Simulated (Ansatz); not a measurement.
Program: Ansatz. Geometries: PBE0-D4/def2-TZVP. ΔE: electronic, gas phase. CCSD(T)/CBS adds triple-zeta CCSD(T) − MP2 to the extrapolated MP2 energy (def2 sets, frozen cores). This one scheme is used for every species, atoms too. For atomizations the MP2-based limit and the directly extrapolated one differ by several kJ/mol either way, and by 10 to 25 for some Ge, Se and Sn compounds, so smaller differences from it don't rank the levels. Functionals use def2-TZVPP. HSE06 is defined as in plane-wave codes. No spin–orbit coupling; open shells (•) take unrestricted orbitals. Spin–orbit coupling would lower the free atoms: a little for C, O, S, Si. Each species was taken in one conformer, which may not be the lowest.

Consider the atomization: `CSS[SiH2]O` → C• + 6 H• + O• + 2 S• + Si•.

Problem. What is ΔE at CCSD(T)/CBS? (An estimate is asked.)

Solution. The calculation gave: +905.6 kcal/mol.

Problem. What do these levels give: B2PLYP, revPBE, BLYP, HSE06, LC-ωPBE, MP2/def2-QZVPP? (Estimate.)

Solution. Computed: B2PLYP 888.1, revPBE 876.2, BLYP 882.1, HSE06 895.9, LC-ωPBE 890.2, MP2/def2-QZVPP 907.8 kcal/mol.

Largest T1 diagnostic among the species: 0.012.

The D4 term adds +11.8 kcal/mol with B3LYP and +6.2 kcal/mol with PBE0; it sums over pairs of atoms, weighted by their polarisabilities, and B3LYP, whose exchange is more repulsive, gets the larger term. From PBE to PBE0 (25 % exact exchange), in def2-TZVPP and without D4, ΔE moves by −14.7 kcal/mol: exact exchange takes away binding that semilocal exchange gives to molecules.

B3LYP here is the variant with VWN-RPA as its local correlation; programs differ in this.
